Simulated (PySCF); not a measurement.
PySCF input file for H₃Si₂, SMILES [SiH2][SiH] (connectivity only; charge and spin as stated), neutral, multiplicity 2, B3LYP/pcH-1. Geometry optimised at ωB97X-D3(BJ)/def2-TZVP. The isomer is the one that the SMILES or the coordinates give; other isomers of the formula were not compared.

```python
import numpy as np
from pyscf import gto, scf, dft
from pyscf.prop.hfc import uks as hfc
from pyscf.prop.gtensor import uks as gtensor

mol = gto.M(
    atom='''
    Si    0.10164936    1.22181458    0.00000000
    Si    0.00032525   -1.03581992   -0.00000000
    H    -1.41938176    1.22282556   -0.00000000
    H    -1.20363277   -1.90746029    0.00000000
    H     1.19536991   -1.91929059    0.00000000
    ''',
    basis='pcH-1',
    charge=0,
    spin=1,
    max_memory=1600,
    verbose=3,
)
mf = dft.UKS(mol, xc='b3lyp')
mf.grids.level = 3
mf.conv_tol = 1e-10
mf.max_cycle = 100
mf.kernel()
fine, coarse = mf.grids, dft.Grids(mol).set(level=1).build(with_non0tab=True)
for _ in range(3):  # follow internal instabilities
    mf.grids = coarse
    mo, _, stable, _ = mf.stability(return_status=True, nroots=4)
    mf.grids = fine
    if stable:
        break
    mf.kernel(mf.make_rdm1(mo, mf.mo_occ))
A = hfc.HFC(mf).make_fcdip(mf.make_rdm1())  # Fermi contact and dipolar terms, MHz
print('atom   A(iso)/MHz   principal dipolar parts/MHz')
for i, a in enumerate(A):
    w = np.linalg.eigvalsh((a + a.T) / 2)
    print(f'{mol.atom_symbol(i):2s}{i + 1:3d} {w.mean():12.2f}', (w - w.mean()).round(2))
gt = gtensor.GTensor(mf)
gt.dia_soc2e, gt.para_soc2e, gt.so_eff_charge = None, None, True
gt.max_cycle_cphf = 60
g = gt.kernel()
```

Program output:

```

WARN: HOMO -0.193790140760044 >= LUMO -0.193790140760085

converged SCF energy = -580.712392883253  <S^2> = 0.75305619  2S+1 = 2.0030539
<class 'pyscf.dft.uks.UKS'> wavefunction is stable in the internal stability analysis
atom   A(iso)/MHz   principal dipolar parts/MHz
Si  1       -21.80 [-71.15  29.3   41.84]
Si  2       -74.98 [-126.76   62.46   64.3 ]
H   3       -13.40 [-5.17  0.36  4.8 ]
H   4       -22.82 [-7.93  1.4   6.53]
H   5       -26.43 [-7.99  1.44  6.55]
SOC(1e)/OZ [-1.81565269e-03  9.73009702e-03 -4.12555399e-05]
free electron g 2.00231930436182
g-tensor total [2.00046295 2.01222242 2.00224272]
g-shift (ppt) [-1.85635662  9.9031151  -0.07658537]
```

The run converged.

Cost: very roughly 29 core-seconds.
